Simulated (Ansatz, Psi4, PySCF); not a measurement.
Species: AlS (charge 0, doublet). SMILES: [Al][S]
Structure (B3LYP-D3(BJ)/def2-TZVP (Ansatz, a program for electronic structure) minimum search):
```xyz
2

Al     0.0000     0.0000    -1.1286
S      0.0000     0.0000     0.9170
```
Charge 0, spin multiplicity 2.

Wanted: size of the dipole moment, in D. Terms: spin-orbit terms left out; six Cartesian d functions in 6-31G* and its kin unless marked 5d; non-relativistic; 6-311+G** with 5d, 6d on Na to Ar in Ansatz; LANL2DZ with its own core potentials from Na on; open shells spin-unrestricted. First-principles rows: single points at B3LYP-D3(BJ) geometries (Ansatz).

| level | program | size of the dipole moment (D) |
|---|---|---|
| PBE/STO-3G | Ansatz | 3.30 |
| PBE/6-31G* | Ansatz | 3.48 |
| PBE/6-311+G** | Ansatz | 3.77 |
| BLYP/6-31G* | Ansatz | 3.36 |
| B3LYP/STO-3G | Ansatz | 3.48 |
| B3LYP/3-21G | Ansatz | 3.88 |
| B3LYP/LANL2DZ | Ansatz | 4.03 |
| B3LYP/6-31G | Ansatz | 3.95 |
| B3LYP/def2-SVP | Ansatz | 3.38 |
| B3LYP/cc-pVDZ | Ansatz | 3.54 |
| B3LYP/6-311+G** | Ansatz | 4.05 |
| wB97X-D/6-311+G** | Psi4 | 4.26 |
| B3PW91/6-31G* (5d) | PySCF | 3.90 |

No value to compare with is used here. The 13 habitual levels span 3.30 (PBE/STO-3G) to 4.26 D (wB97X-D/6-311+G**).

The levels are drawn from those run, B3LYP/6-31G* more often than the rest, none by its result; left out are runs that failed, that the program found above a lower state of the same kind, or whose <S^2> lies over 0.5 above the pure value.
